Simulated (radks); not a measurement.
The numbers below are computed, except where a source is named.
Neutral gadolinium inside a hard spherical wall (all orbitals vanish at R), configuration held at [Xe] 4f7 5d1 6s2 and not refilled when levels cross. Code: a radial shooting solver on a logarithmic mesh with Libxc functionals. Model: scalar-relativistic Kohn-Sham, PBEsol, spin-polarised, spherical densities, finite nucleus; open shells are filled with parallel spins first (spin-orbit coupling, left out, can overturn this in heavy ions); Fermi nuclear charge, rms radius 5.1569 fm. Eigenvalues in eV for spin up, with the zero of energy where the potential of the charges vanishes at infinity; a dash marks a level that is unbound or too diffuse for the functional's potential to be trusted. A positive occupied level is held by the wall or, in an anion where self-interaction has pushed it up, behind a barrier. The pressure on the wall is -dE/dV.

\begin{tabular}{lrrrrrrrrr}
R (bohr) & E (hartree) & kinetic (hartree) & e(5p) & e(4f) & e(6s) & e(5d) & e(6p, empty) & e(7s, empty) & pressure (GPa) \\ \hline
free & -11266.7727 & 12095.414 & -28.191 & -10.472 & -4.376 & -2.988 & -1.420 & - & 0 \\
20 & -11266.7727 & 12095.414 & -28.191 & -10.472 & -4.376 & -2.988 & -1.420 & - & < 0.0001 \\
15 & -11266.7727 & 12095.415 & -28.189 & -10.471 & -4.375 & -2.986 & -1.411 & 0.335 & 0.000140 \\
12 & -11266.7724 & 12095.418 & -28.163 & -10.445 & -4.356 & -2.964 & -1.351 & 1.053 & 0.00481 \\
7 & -11266.7306 & 12095.664 & -26.931 & -9.174 & -3.228 & -1.872 & 0.673 & 9.562 & 1.96 \\
6 & -11266.6604 & 12095.982 & -25.813 & -7.994 & -1.858 & -0.801 & 2.848 & 16.494 & 7.23 \\
4 & -11265.8225 & 12099.183 & -20.043 & -1.421 & 10.284 & 6.137 & 20.052 & 61.425 & 169 \\
3.5 & -11264.9662 & 12102.413 & -16.308 & 3.024 & 20.708 & 11.229 & 33.550 & 92.458 & 470 \\
2.5 & -11258.0695 & 12127.000 & 5.412 & 26.439 & 86.519 & 41.014 & 110.78 & 251.15 & 5920 \\
2 & -11243.4236 & 12174.243 & 42.812 & 58.312 & 194.92 & 89.918 & 229.78 & 475.81 & 29400 \\
1.5 & -11189.5132 & 12334.888 & 166.13 & 135.53 & 504.89 & 237.10 & 556.49 & 1055.1 & 216000 \\
\end{tabular}
